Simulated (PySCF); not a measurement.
**Do core-level shifts follow atomic charges?**

C7H12P2.
Structure used (PBE0-D3(BJ)/def2-SVP), in Å, numbered top down from 1:
```xyz
21
C7H12P2 angstrom
C      4.8296    0.3935    0.9885
C      3.9021   -0.3834    1.0539
C      2.7612   -1.2756    1.1283
P      1.1646   -0.2805    1.3283
P      0.2811   -0.7841   -0.4217
C     -1.3694    0.1498   -0.3999
C     -1.3541    1.0353   -1.6520
C     -1.6282    0.9982    0.8385
C     -2.4540   -0.9249   -0.5399
H      5.6588    1.0734    0.9295
H      2.7144   -1.9302    0.2419
H      2.8461   -1.9246    2.0167
H     -0.5814    1.8166   -1.5838
H     -1.1654    0.4489   -2.5652
H     -2.3317    1.5339   -1.7678
H     -1.6421    0.3902    1.7561
H     -0.8649    1.7810    0.9657
H     -2.6093    1.4952    0.7490
H     -2.4955   -1.5739    0.3486
H     -2.2847   -1.5643   -1.4208
H     -3.4411   -0.4457   -0.6561
```

Binding energies: delta-SCF UKS SCAN, pcX-2 on the ionised atom, pcseg-1 elsewhere, spin-free X2C in PySCF 2.14.0. Charges: PBE0/pcSseg-1 ground-state density, for the ionised atom.

```json
{"atom": "C1", "environment": "terminal alkyne carbon", "C 1s (eV)": "289.88", "Mulliken (e)": "-0.355", "IAO (e)": "-0.247", "Hirshfeld (e)": "-0.126", "ESP (e)": "-0.379"}
{"atom": "C7", "environment": "methyl carbon", "C 1s (eV)": "290.48", "Mulliken (e)": "-0.179", "IAO (e)": "-0.408", "Hirshfeld (e)": "-0.120", "ESP (e)": "-0.498"}
{"atom": "C6", "environment": "sp3 carbon bound to phosphorus", "C 1s (eV)": "290.51", "Mulliken (e)": "-0.743", "IAO (e)": "-0.097", "Hirshfeld (e)": "-0.014", "ESP (e)": "+0.879"}
{"atom": "C2", "environment": "alkyne carbon", "C 1s (eV)": "290.53", "Mulliken (e)": "+0.167", "IAO (e)": "-0.028", "Hirshfeld (e)": "-0.054", "ESP (e)": "-0.168"}
{"atom": "C3", "environment": "sp3 carbon bound to phosphorus", "C 1s (eV)": "291.11", "Mulliken (e)": "-0.423", "IAO (e)": "-0.435", "Hirshfeld (e)": "-0.103", "ESP (e)": "+0.397"}
```

Task: Give the correlation coefficient and slope of binding energy on charge for each scheme.

Result: ESP: r = 0.49, slope 0.4 eV per e; Hirshfeld: r = 0.20, slope 1.9 eV per e; Mulliken: r = -0.06, slope -0.1 eV per e; IAO: r = -0.32, slope -0.8 eV per e. On 5 points no scheme stands out.

Task: The point-charge model writes a binding energy as kq + V + constant, with V the potential of the other atoms' charges at the site. What does it give with the Mulliken charges?

Result: V = Σ 14.40 eV Å × q/r over all other atoms: +2.82 eV at C1, +0.55 eV at C7, +3.96 eV at C6, -4.68 eV at C2, +6.02 eV at C3. Fitting binding energy − V to q gives k = 10.5 eV per e and leaves an rms residual of 1.75 eV, against 0.39 eV for the fit on q alone. The model has no term for differences in relaxation between sites.

The unrestricted hole states depart most from a pure doublet (⟨S²⟩ = 0.75; over 0.85 named) for C 1s of C2 (0.87), which makes this value less certain. One conformer (not necessarily the lowest) at the PBE0-D3(BJ)/def2-SVP geometry, without solvent, vibrations or thermal averaging.
